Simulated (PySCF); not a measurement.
Bond stretch in CuF, singlet.

Calculation: CCSD(T) on UHF/def2-TZVP, 6 core orbitals frozen (PySCF 2.14.0).

Problem. Relative to R = 1.76 Å, what are the energies at R = 1.64, 3.84, 4.28, 6.19 Å?

Solution. 20.9 kJ/mol at 1.64 Å, 376.2 kJ/mol at 3.84 Å, 381.0 kJ/mol at 4.28 Å, 382.8 kJ/mol at 6.19 Å.

The unrestricted solution behind UCCSD(T) changes between 1.42 and 1.51 Å, which can leave a kink. The unrestricted determinant behind UCCSD(T) is spin-contaminated at 1.34 to 1.42, 2.91 to 7.03 Å (<S²> up to 1.0, against 0.00 for a pure singlet).
